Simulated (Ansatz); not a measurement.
Ideal-gas functions of `[F][GeH2][SiH3]` at 298.15 K and 1 bar, from an Ansatz frequency run at PBE0-D4/def2-TZVP.

Molar mass 124.73 g/mol, point group Cs (symmetry number 1), electronic degeneracy 1, moments of inertia 47.543, 170.986, 206.145 u Å². Harmonic wavenumbers (cm⁻¹, unscaled): 85, 133, 346, 355, 502, 565, 670, 678, 771, 844, 890, 933, 937, 2145, 2153, 2224, 2240, 2248.

Use S(trans) = R[1.5 ln M + 2.5 ln T − 1.1517]; rotational temperatures θ = 24.2544 K / I; S(rot) = R[ln(√π/σ · √(T³/θAθBθC)) + 1.5]; for each mode x = 1.438777 ν̃/T, S = R[x/(eˣ − 1) − ln(1 − e⁻ˣ)] and H = RT x/(eˣ − 1); 1 cm⁻¹ = 0.0119627 kJ/mol; R = 8.31446 J/(mol·K).

Question: By hand: the entropy, in J/(mol·K).

Answer: Translation 169.0. Rotation: θ = 0.5102, 0.1419, 0.1177 K, giving 108.1. Vibration, mode by mode: 15.78, 12.14, 4.96, 4.79, 2.73, 2.15, 1.44, 1.39, 0.97, 0.73, 0.61, 0.51, 0.50, 0.00, 0.00, 0.00, 0.00, 0.00, in all 48.7. Electronic 0.0. Sum 325.8 J/(mol·K).

Question: By hand: H − E and G − E in kJ/mol, counted from the electronic energy.

Answer: Zero-point energy ½ × 18719 × 0.0119627 = 112.0; thermal vibration 8.2; translation, rotation and pV give 4 RT = 9.9. H − E = 130.1 kJ/mol, and G − E = 130.1 − 298.15 × 325.8/1000 = 33.0 kJ/mol.

Vibration gives 15 % of the entropy, 27.9 J/(mol·K) of it from the modes under 150 cm⁻¹: soft modes count most, and the harmonic formula is weakest for them.
